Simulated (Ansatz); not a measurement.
All values below come from Ansatz (a first-principles code) with B3LYP-D3(BJ)/def2-SVP. No frequencies were computed at this level.

Ansatz 0.2 input:
```yaml
crystal:
  periodic: [false, false, false]
  atoms:
    - { symbol: C, position_ang: [2.90738, -0.152552, -0.667448] }
    - { symbol: C, position_ang: [1.786094, 0.799555, -0.269151] }
    - { symbol: Si, position_ang: [0.165902, -0.082259, 0.221224] }
    - { symbol: N, position_ang: [0.526805, -1.054869, 1.611095] }
    - { symbol: C, position_ang: [-1.145663, 1.166546, 0.82368] }
    - { symbol: C, position_ang: [-1.582467, 2.159716, -0.246523] }
    - { symbol: C, position_ang: [-0.49871, -1.065799, -1.290083] }
    - { symbol: C, position_ang: [-1.815325, -1.784285, -1.008424] }
    - { symbol: H, position_ang: [2.610525, -0.763656, -1.516414] }
    - { symbol: H, position_ang: [3.157449, -0.813914, 0.158323] }
    - { symbol: H, position_ang: [3.80569, 0.39771, -0.943874] }
    - { symbol: H, position_ang: [1.597781, 1.481325, -1.098945] }
    - { symbol: H, position_ang: [2.126414, 1.412912, 0.56486] }
    - { symbol: H, position_ang: [1.284544, -1.715586, 1.557634] }
    - { symbol: H, position_ang: [-0.234333, -1.454463, 2.135851] }
    - { symbol: H, position_ang: [-0.753237, 1.71649, 1.678764] }
    - { symbol: H, position_ang: [-2.022554, 0.627991, 1.184008] }
    - { symbol: H, position_ang: [-2.32755, 2.85152, 0.144387] }
    - { symbol: H, position_ang: [-0.733268, 2.740526, -0.598263] }
    - { symbol: H, position_ang: [-2.016618, 1.642422, -1.098811] }
    - { symbol: H, position_ang: [-0.63662, -0.404128, -2.1462] }
    - { symbol: H, position_ang: [0.241766, -1.807468, -1.596141] }
    - { symbol: H, position_ang: [-2.592322, -1.071758, -0.742969] }
    - { symbol: H, position_ang: [-2.150606, -2.3435, -1.880831] }
    - { symbol: H, position_ang: [-1.701098, -2.482484, -0.181967] }
basis:
  gaussian: { orbitals: def2-svp }
hamiltonian:
  xc: b3lyp
  dispersion: d3bj
relax:
  max_steps: 150
```

Output:

```
Functional definition: B3LYP
2260 factors; integrals over basis functions are off by at most 3.2e-4 eV
mean field evaluation 1: about -15838.3369 eV, gradient 9.8e1 eV
mean field evaluation 2: about -15825.4369 eV, gradient 1.2e2 eV
mean field evaluation 4: about -15861.0582 eV, gradient 5.5e0 eV
mean field evaluation 8: about -15861.1473 eV, gradient 5.0e-2 eV
mean field -15861.14731566 eV, -582.8864127788 hartree, gradient 6.3e-5 eV, S^2 0.000000; 0 other end points of the search recorded, 0 dependent functions left out
reference -15861.14762631 eV, -582.8864241949 hartree; 37, 37 occupied and 164, 164 virtual orbitals, 2260 factors
relax step   1: F+E_penalty+E_count = -15862.25095626 eV  Δ(F+E_penalty+E_count) = +0.000e0 eV  max|allowed force component| = 6.310e-1 eV/Å  Δτ_max = 0.0000 Å  (26 SCF iters, accepted)
these checks for a lower state are left out or cut short: starts, cluster_reference, orbital_swaps, neighbouring_geometries, increment
2260 factors; integrals over basis functions are off by at most 3.3e-4 eV
mean field evaluation 16: about -15861.1890 eV, gradient 4.0e0 eV
mean field -15861.25084777 eV, -582.8902175137 hartree, gradient 6.6e-6 eV, S^2 0.000000; 0 other end points of the search recorded, 0 dependent functions left out
reference -15861.25115901 eV, -582.8902289515 hartree; 37, 37 occupied and 164, 164 virtual orbitals, 2260 factors
relax step   2: F+E_penalty+E_count = -15862.35500627 eV  Δ(F+E_penalty+E_count) = -1.041e-1 eV  max|allowed force component| = 3.503e-1 eV/Å  Δτ_max = 0.0847 Å  (29 SCF iters, accepted)
these checks for a lower state are left out or cut short: starts, cluster_reference, orbital_swaps, neighbouring_geometries, increment
2260 factors; integrals over basis functions are off by at most 3.2e-4 eV
mean field -15861.25963478 eV, -582.8905404301 hartree, gradient 2.6e-5 eV, S^2 0.000000; 0 other end points of the search recorded, 0 dependent functions left out
reference -15861.25994620 eV, -582.8905518746 hartree; 37, 37 occupied and 164, 164 virtual orbitals, 2260 factors
relax step   3: F+E_penalty+E_count = -15862.36447322 eV  Δ(F+E_penalty+E_count) = -9.467e-3 eV  max|allowed force component| = 5.260e-2 eV/Å  Δτ_max = 0.0300 Å  (27 SCF iters, accepted)
these checks for a lower state are left out or cut short: starts, cluster_reference, orbital_swaps, neighbouring_geometries, increment
2260 factors; integrals over basis functions are off by at most 3.2e-4 eV
mean field evaluation 32: about -15861.2606 eV, gradient 9.5e-2 eV
mean field -15861.26062917 eV, -582.8905769733 hartree, gradient 2.7e-5 eV, S^2 0.000000; 0 other end points of the search recorded, 0 dependent functions left out
reference -15861.26094061 eV, -582.8905884185 hartree; 37, 37 occupied and 164, 164 virtual orbitals, 2260 factors
relax step   4: F+E_penalty+E_count = -15862.36556096 eV  Δ(F+E_penalty+E_count) = -1.088e-3 eV  max|allowed force component| = 2.108e-2 eV/Å  Δτ_max = 0.0238 Å  (27 SCF iters, accepted)
these checks for a lower state are left out or cut short: starts, cluster_reference, orbital_swaps, neighbouring_geometries, increment
2260 factors; integrals over basis functions are off by at most 3.2e-4 eV
mean field -15861.26174711 eV, -582.8906180568 hartree, gradient 8.5e-5 eV, S^2 0.000000; 0 other end points of the search recorded, 0 dependent functions left out
reference -15861.26205860 eV, -582.8906295038 hartree; 37, 37 occupied and 164, 164 virtual orbitals, 2260 factors
relax step   5: F+E_penalty+E_count = -15862.36637924 eV  Δ(F+E_penalty+E_count) = -8.183e-4 eV  max|allowed force component| = 4.546e-2 eV/Å  Δτ_max = 0.0500 Å  (24 SCF iters, accepted)
these checks for a lower state are left out or cut short: starts, cluster_reference, orbital_swaps, neighbouring_geometries, increment
2260 factors; integrals over basis functions are off by at most 3.2e-4 eV
mean field -15861.26186572 eV, -582.8906224156 hartree, gradient 8.1e-5 eV, S^2 0.000000; 0 other end points of the search recorded, 0 dependent functions left out
reference -15861.26217698 eV, -582.8906338544 hartree; 37, 37 occupied and 164, 164 virtual orbitals, 2260 factors
relax step   6: F+E_penalty+E_count = -15862.36700631 eV  Δ(F+E_penalty+E_count) = -6.271e-4 eV  max|allowed force component| = 4.774e-2 eV/Å  Δτ_max = 0.0525 Å  (24 SCF iters, accepted)
these checks for a lower state are left out or cut short: starts, cluster_reference, orbital_swaps, neighbouring_geometries, increment
2260 factors; integrals over basis functions are off by at most 3.2e-4 eV
mean field -15861.26225140 eV, -582.8906365892 hartree, gradient 7.6e-5 eV, S^2 0.000000; 0 other end points of the search recorded, 0 dependent functions left out
reference -15861.26256248 eV, -582.8906480211 hartree; 37, 37 occupied and 164, 164 virtual orbitals, 2260 factors
relax step   7: F+E_penalty+E_count = -15862.36735861 eV  Δ(F+E_penalty+E_count) = -3.523e-4 eV  max|allowed force component| = 4.344e-2 eV/Å  Δτ_max = 0.0240 Å  (24 SCF iters, accepted)
these checks for a lower state are left out or cut short: starts, cluster_reference, orbital_swaps, neighbouring_geometries, increment
2260 factors; integrals over basis functions are off by at most 3.1e-4 eV
mean field -15861.26281608 eV, -582.8906573409 hartree, gradient 7.6e-5 eV, S^2 0.000000; 0 other end points of the search recorded, 0 dependent functions left out
reference -15861.26312685 eV, -582.8906687614 hartree; 37, 37 occupied and 164, 164 virtual orbitals, 2260 factors
relax step   8: F+E_penalty+E_count = -15862.36768315 eV  Δ(F+E_penalty+E_count) = -3.245e-4 eV  max|allowed force component| = 4.906e-2 eV/Å  Δτ_max = 0.0405 Å  (24 SCF iters, accepted)
these checks for a lower state are left out or cut short: starts, cluster_reference, orbital_swaps, neighbouring_geometries, increment
2260 factors; integrals over basis functions are off by at most 3.1e-4 eV
mean field -15861.26304926 eV, -582.8906659100 hartree, gradient 7.4e-5 eV, S^2 0.000000; 0 other end points of the search recorded, 0 dependent functions left out
reference -15861.26335988 eV, -582.8906773251 hartree; 37, 37 occupied and 164, 164 virtual orbitals, 2260 factors
relax step   9: F+E_penalty+E_count = -15862.36779392 eV  Δ(F+E_penalty+E_count) = -1.108e-4 eV  max|allowed force component| = 2.883e-2 eV/Å  Δτ_max = 0.0257 Å  (25 SCF iters, accepted)
these checks for a lower state are left out or cut short: starts, cluster_reference, orbital_swaps, neighbouring_geometries, increment
2260 factors; integrals over basis functions are off by at most 3.1e-4 eV
mean field evaluation 64: about -15861.2633 eV, gradient 5.5e-4 eV
mean field -15861.26330057 eV, -582.8906751455 hartree, gradient 9.5e-6 eV, S^2 0.000000; 0 other end points of the search recorded, 0 dependent functions left out
reference -15861.26361118 eV, -582.8906865603 hartree; 37, 37 occupied and 164, 164 virtual orbitals, 2260 factors
relax step  10: F+E_penalty+E_count = -15862.36789719 eV  Δ(F+E_penalty+E_count) = -1.033e-4 eV  max|allowed force component| = 8.504e-3 eV/Å  Δτ_max = 0.0099 Å  (22 SCF iters, accepted)
these checks for a lower state are left out or cut short: starts, cluster_reference, orbital_swaps, neighbouring_geometries, increment
2260 factors; integrals over basis functions are off by at most 3.1e-4 eV
mean field -15861.26347442 eV, -582.8906815344 hartree, gradient 2.3e-5 eV, S^2 0.000000; 0 other end points of the search recorded, 0 dependent functions left out
reference -15861.26378503 eV, -582.8906929492 hartree; 37, 37 occupied and 164, 164 virtual orbitals, 2260 factors
relax step  11: F+E_penalty+E_count = -15862.36792800 eV  Δ(F+E_penalty+E_count) = -3.082e-5 eV  max|allowed force component| = 7.710e-3 eV/Å  Δτ_max = 0.0106 Å  (21 SCF iters, accepted)
2260 factors; integrals over basis functions are off by at most 3.1e-4 eV
mean field -15861.26347442 eV, -582.8906815344 hartree, gradient 2.3e-5 eV, S^2 0.000000; 1 other end points of the search recorded, 0 dependent functions left out
reference -15861.26378503 eV, -582.8906929492 hartree; 37, 37 occupied and 164, 164 virtual orbitals, 2260 factors
Total energy: -15862.36823862 eV, -582.9312808697 hartree
Atom 0 at     2.945842    -0.146197    -0.592700 Å, force    -0.002325     0.001040     0.000374 eV/Å
Atom 1 at     1.765293     0.797574    -0.323933 Å, force     0.001099    -0.001769    -0.002232 eV/Å
Atom 2 at     0.170379    -0.074420     0.194760 Å, force     0.004025     0.004281    -0.001425 eV/Å
Atom 3 at     0.536742    -1.124860     1.545827 Å, force    -0.005007     0.007710    -0.001566 eV/Å
Atom 4 at    -1.109631     1.168531     0.819196 Å, force    -0.001632    -0.001648     0.000868 eV/Å
Atom 5 at    -1.591522     2.169717    -0.239347 Å, force     0.002616    -0.001461    -0.001342 eV/Å
Atom 6 at    -0.525702    -1.016182    -1.300267 Å, force    -0.001399     0.000189     0.000912 eV/Å
Atom 7 at    -1.811331    -1.793998    -0.992599 Å, force     0.000570     0.000381     0.000353 eV/Å
Atom 8 at     2.720824    -0.863313    -1.399901 Å, force     0.000196     0.001250     0.000866 eV/Å
Atom 9 at     3.197654    -0.731229     0.307364 Å, force    -0.000298     0.000998    -0.000878 eV/Å
Atom 10 at     3.856194     0.400482    -0.889173 Å, force     0.000336    -0.000472     0.000031 eV/Å
Atom 11 at     1.554728     1.407097    -1.221211 Å, force     0.001033    -0.000210     0.000523 eV/Å
Atom 12 at     2.030950     1.511920     0.475576 Å, force    -0.000995    -0.001418    -0.000574 eV/Å
Atom 13 at     1.164493    -1.912145     1.409005 Å, force     0.002588    -0.004729    -0.000113 eV/Å
Atom 14 at    -0.221350    -1.398811     2.164091 Å, force    -0.000686    -0.002870     0.002401 eV/Å
Atom 15 at    -0.667946     1.701292     1.679890 Å, force     0.000335    -0.001046    -0.000223 eV/Å
Atom 16 at    -1.971408     0.608162     1.225765 Å, force    -0.000713     0.000356     0.000492 eV/Å
Atom 17 at    -2.322473     2.886127     0.170169 Å, force     0.000247    -0.000539     0.000806 eV/Å
Atom 18 at    -0.754711     2.757911    -0.650898 Å, force    -0.000363    -0.000056     0.000270 eV/Å
Atom 19 at    -2.075496     1.659646    -1.088402 Å, force     0.000178     0.000458    -0.000126 eV/Å
Atom 20 at    -0.693301    -0.303788    -2.128456 Å, force    -0.000002     0.000051     0.000142 eV/Å
Atom 21 at     0.256458    -1.708799    -1.661744 Å, force     0.000250     0.000191     0.000478 eV/Å
Atom 22 at    -2.634367    -1.117101    -0.708569 Å, force    -0.000021    -0.000235    -0.000138 eV/Å
Atom 23 at    -2.160978    -2.389771    -1.851856 Å, force     0.000091    -0.000196     0.000053 eV/Å
Atom 24 at    -1.659365    -2.487854    -0.148808 Å, force    -0.000123    -0.000255     0.000048 eV/Å
Dipole moment:    -0.053805    -0.142733     0.017743 e Å
```

Cost: roughly 4 core-minutes.
